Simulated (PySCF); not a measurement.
H$_{6}$F$_{2}$Si$_{2}$Sn (SMILES [F][Sn]([F])([SiH3])[SiH3]), singlet, at a GFN2-xTB geometry (such geometries of metal compounds can be far from the true shape) (all electrons, no relativity).

Here is a job for PySCF.
```python
from pyscf import gto, scf, mcscf
import numpy

mol = gto.M(
    atom='''
F     0.03826155    1.58393628    1.20429881
Sn    0.01910009   -0.15344501    0.05918088
F    -0.28252389    0.48159922   -1.89966948
Si    2.64506466   -0.11795226   -0.24422799
Si   -2.57377240   -0.50691589    0.43413777
H     2.97822402   -1.15002122   -1.23463452
H     3.24296919   -0.47200227    1.05092827
H     3.03421865    1.21801068   -0.68301054
H    -3.25406836    0.74361945    0.11453106
H    -2.98956155   -1.60837505   -0.44414680
H    -2.76651690   -0.90064660    1.83688800
''',
    basis='sto-3g',
    verbose=4,
)

mf = scf.RHF(mol)
mf.kernel()
mc = mcscf.CASCI(mf, 2, 2)
mc.fix_spin_(ss=0.0)
mc.kernel()
occ = numpy.linalg.eigvalsh(mc.fcisolver.make_rdm1(mc.ci, mc.ncas, mc.nelecas))[::-1]
ss = mc.fcisolver.spin_square(mc.ci, mc.ncas, mc.nelecas)[0]
print('natural occupations', occ.round(4), ' <S^2>', round(ss, 4))
```

Q: Estimate the natural occupations of the active orbitals that CASCI(2,2)/STO-3G (PySCF) returns for this input.

A: 1.99, 0.01

Q: What number of basis functions does CASCI(2,2)/STO-3G give?

A: 61

Q: What is the computed total energy (CASCI(2,2)/STO-3G)?

A: -6734.0515 Eh

Q: Estimate the SCF-reference Mulliken (on the basis functions themselves) charges in atom order that CASCI(2,2)/STO-3G returns for this input.

A: F1 -0.34, Sn2 0.52, F3 -0.34, Si4 0.50, Si5 0.50, H6 -0.15, H7 -0.15, H8 -0.13, H9 -0.13, H10 -0.15, H11 -0.15

Q: Estimate the SCF-reference HOMO energy that CASCI(2,2)/STO-3G returns for this input.

A: -6.84 eV
